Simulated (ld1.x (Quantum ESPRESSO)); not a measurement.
# An all-electron radial function and its pseudo partner (N)

Columns: radius, all-electron u(r) and pseudo u(r) of the 2p shell (level -7.64 eV) of nitrogen in the configuration [He] 2s1 2p4; LDA (PZ), non-relativistic, TM semilocal scheme, ld1.x (Quantum ESPRESSO) 7.5.

| r (bohr) | all-electron | pseudo |
| --- | --- | --- |
| 0.151 | 0.1425 | 0.0344 |
| 0.302 | 0.3674 | 0.1316 |
| 0.453 | 0.5542 | 0.2754 |
| 0.604 | 0.6804 | 0.4413 |
| 0.755 | 0.7516 | 0.6023 |
| 0.906 | 0.7798 | 0.7338 |
| 1.057 | 0.7774 | 0.8194 |
| 1.208 | 0.7548 | 0.8536 |
| 1.359 | 0.7195 | 0.8417 |
| 1.510 | 0.6769 | 0.7953 |
| 1.661 | 0.6307 | 0.7289 |
| 1.812 | 0.5835 | 0.6551 |
| 1.963 | 0.5369 | 0.5831 |
| 2.114 | 0.4918 | 0.5179 |
| 2.265 | 0.4490 | 0.4615 |
| 2.416 | 0.4087 | 0.4135 |
| 2.567 | 0.3711 | 0.3724 |
| 2.718 | 0.3363 | 0.3365 |
| 2.869 | 0.3043 | 0.3043 |
| 3.020 | 0.2748 | 0.2748 |
| 3.171 | 0.2479 | 0.2479 |
| 3.322 | 0.2234 | 0.2234 |
| 3.473 | 0.2011 | 0.2011 |
| 3.624 | 0.1808 | 0.1808 |
| 3.775 | 0.1624 | 0.1624 |
| 3.926 | 0.1458 | 0.1458 |

(1) How many radial nodes do the two functions have?

(2) At about which radius was the pseudo-wave matched?

(3) Where does each function peak?

(4) Is the pseudo-wave norm-conserving?

## Answers

(1) The all-electron 2p function has n − l − 1 = 0; the pseudo-wave has 0.

(2) 3.02 bohr. The columns agree to 0.0005 from 2.72 bohr on; several derivatives are matched, so the curves merge somewhat inside the radius.

(3) Outermost all-electron maximum near 0.91 bohr, pseudo maximum near 1.21 bohr (to the table’s step).

(4) Yes: the TM semilocal scheme keeps the norm inside the radius equal to the all-electron one, which fixes the energy derivative of the logarithmic derivative at the level.
